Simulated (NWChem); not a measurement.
System: GeF2, singlet; SMILES [F][Ge][F]

All runs: NWChem. Low-valent species are run as closed-shell singlets; no triplet was tried in these runs. The geometry was optimised at PBE0/def2-SVP.

Order these by “highest occupied level (eV)”, lowest first: PBE/cc-pVDZ; PBE/aug-cc-pVDZ; PBE/cc-pVTZ.

PBE/aug-cc-pVDZ (-7.79), PBE/cc-pVTZ (-7.60), PBE/cc-pVDZ (-7.35)
